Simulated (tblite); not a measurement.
Species: C₂H₅GeO (doublet state).
Cartesian coordinates in Å at the GFN2-xTB level; atoms count from 1:
```
atom  x, y, z in Å
C1    -1.2953   -0.0643    0.0690
C2    -0.0135    0.6756   -0.1157
O3     0.1557    1.8504    0.0394
Ge4    1.6128   -0.4275   -0.6875
H5    -2.1354    0.6212    0.1700
H6    -1.2097   -0.6678    0.9718
H7    -1.4491   -0.7399   -0.7703
H8     2.7773    0.3711   -0.0409
H9     1.5707   -1.6126    0.3391
```

Level: GFN2-xTB in tblite, geometry and Hessian alike; calculated harmonic values, unscaled, isolated species. Errors from tens to a few hundred cm⁻¹ against measured bands are possible. Modes of hydrogen on germanium can be 10 to 20 % off. One conformer, not necessarily the lowest. Open shells enter through the occupations alone, without spin polarisation, and single modes of such species can be off by tens of per cent. The optimisation stopped once no atom felt more than 0.01 eV/Å.

Lowest wavenumbers of the output (negative numbers stand for imaginary wavenumbers):
```
mode    cm-1
  1     -24.7
  2      92.5
  3     213.7
  4     279.3
  5     327.6
  6     492.5
  7     531.5
  8     578.6
```

Is this structure a minimum?

Not by this Hessian. 1 mode is imaginary beyond 20i (25i cm⁻¹), so at this level the point lies at or near a first-order saddle. The curvature is small, so loose convergence or finite differences may be the whole cause.

Which atoms move in the imaginary mode?

25i: H7 (hydrogen on carbon) 29 %, H6 (hydrogen on carbon) 27 %, H5 (hydrogen on carbon) 21 %, H9 (hydrogen on germanium) 11 %. These are shares of the mass-weighted motion.

What is the remedy?

Step along that mode in both directions, optimise again with tighter thresholds and repeat the frequencies. The zero-point energy of this point (35.3 kcal/mol) counts the 20 real modes alone, and thermal corrections from it aren't those of a minimum.
